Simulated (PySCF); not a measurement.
# Level of theory and gas-phase deprotonation enthalpies: 3-fluoroanisole

Structure: `COc1cccc(F)c1` (C7H7FO). Non-hydrogen atoms are numbered in `[CH3:1][O:2][c:3]1[cH:4][cH:5][cH:6][c:7]([F:8])[cH:9]1`. These are map numbers, not IUPAC locants.

All levels share the PBE0-D3(BJ)/ma-def2-SVP structures and the GFN2-xTB thermal terms; only the single-point energies (PySCF) change. Values are gas-phase deprotonation enthalpies (298 K, kJ/mol).

At M06-2X/ma-def2-SVP (grid 1, diis space 4):
```
quantity  value
      C9   1575
      C6   1617
      C4   1636
      C5   1640
      C1   1641
```

What does ωB97X-D3(BJ)/ma-def2-SVP give?

C9: 1595 (change 20); C6: 1637 (change 20); C4: 1657 (change 20); C5: 1657 (change 18); C1: 1662 (change 21).

Note: ma-def2-SVP is a small basis, whose errors can reach tens of kJ/mol; the order of C6 and C4, of C4 and C5, of C5 and C1 is undecided: the gaps lie inside the method's error (some 20 kJ/mol, one structure a species).

Differences come from unrounded values, so a last digit can differ from that of the printed terms.
